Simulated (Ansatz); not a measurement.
Basis-set extrapolation for `ClC1=C[SiH2]1` (PBE0-D4/def2-TZVP geometry, frozen core, the Gaussian-basis code of Ansatz). Multiplicity 1, RHF reference.

```tsv
	def2-TZVPP	def2-QZVPP
HF	-825.886693	-825.911718
MP2 correlation	-0.617513	-0.665538
CCSD(T) correlation	-0.687244	not run
```

Energies in hartree. Use E(X) = E(∞) + A·exp(−7.88·√X) for Hartree–Fock and E(X) = E(∞) + B·X^(−2.97) for correlation, with X = 3 and 4, and add CCSD(T) minus MP2 of the smaller set to the MP2 limit.

Question: What is the CCSD(T) energy at the basis-set limit?

Answer: HF limit: -825.911718 + (-0.025025) × 0.13774 = -825.91516. MP2 limit: -0.665538 + (-0.048025) × 0.74074 = -0.70111. Higher-order term: -0.687244 − (-0.617513) = -0.06973. Total: -826.68600 hartree, 294.2 kJ/mol below CCSD(T)/def2-TZVPP.
